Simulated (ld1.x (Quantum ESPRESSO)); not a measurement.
## An all-electron radial function and its pseudo partner (oxygen (O))

Columns: radius, all-electron u(r) and pseudo u(r) of the 2p shell (level -9.14 eV) of oxygen in the configuration [He] 2s1.75 2p4.25; PBE, non-relativistic, TM semilocal scheme, ld1.x (Quantum ESPRESSO) 7.5.

```json
{"r (bohr)": "0.098", "all-electron": "0.0998", "pseudo": "0.0305"}
{"r (bohr)": "0.195", "all-electron": "0.2808", "pseudo": "0.1167"}
{"r (bohr)": "0.292", "all-electron": "0.4582", "pseudo": "0.2465"}
{"r (bohr)": "0.390", "all-electron": "0.6048", "pseudo": "0.4037"}
{"r (bohr)": "0.488", "all-electron": "0.7133", "pseudo": "0.5654"}
{"r (bohr)": "0.585", "all-electron": "0.7857", "pseudo": "0.7093"}
{"r (bohr)": "0.682", "all-electron": "0.8277", "pseudo": "0.8212"}
{"r (bohr)": "0.780", "all-electron": "0.8453", "pseudo": "0.8930"}
{"r (bohr)": "0.878", "all-electron": "0.8439", "pseudo": "0.9227"}
{"r (bohr)": "0.975", "all-electron": "0.8287", "pseudo": "0.9162"}
{"r (bohr)": "1.072", "all-electron": "0.8040", "pseudo": "0.8839"}
{"r (bohr)": "1.170", "all-electron": "0.7726", "pseudo": "0.8354"}
{"r (bohr)": "1.268", "all-electron": "0.7370", "pseudo": "0.7803"}
{"r (bohr)": "1.365", "all-electron": "0.6995", "pseudo": "0.7256"}
{"r (bohr)": "1.463", "all-electron": "0.6606", "pseudo": "0.6739"}
{"r (bohr)": "1.560", "all-electron": "0.6221", "pseudo": "0.6275"}
{"r (bohr)": "1.658", "all-electron": "0.5837", "pseudo": "0.5854"}
{"r (bohr)": "1.755", "all-electron": "0.5469", "pseudo": "0.5472"}
{"r (bohr)": "1.852", "all-electron": "0.5114", "pseudo": "0.5115"}
{"r (bohr)": "1.950", "all-electron": "0.4772", "pseudo": "0.4772"}
{"r (bohr)": "2.047", "all-electron": "0.4450", "pseudo": "0.4450"}
{"r (bohr)": "2.145", "all-electron": "0.4143", "pseudo": "0.4143"}
{"r (bohr)": "2.242", "all-electron": "0.3856", "pseudo": "0.3856"}
{"r (bohr)": "2.340", "all-electron": "0.3585", "pseudo": "0.3585"}
{"r (bohr)": "2.438", "all-electron": "0.3330", "pseudo": "0.3330"}
{"r (bohr)": "2.535", "all-electron": "0.3094", "pseudo": "0.3094"}
```

(1) How many radial nodes do the two functions have?

(2) At about which radius was the pseudo-wave matched?

(3) Is the pseudo-wave norm-conserving?

## Answers

(1) The all-electron 2p function has n − l − 1 = 0; the pseudo-wave has 0.

(2) 1.95 bohr. The columns agree to 0.0005 from 1.75 bohr on; several derivatives are matched, so the curves merge somewhat inside the radius.

(3) Yes: the TM semilocal scheme keeps the norm inside the radius equal to the all-electron one, which fixes the energy derivative of the logarithmic derivative at the level.
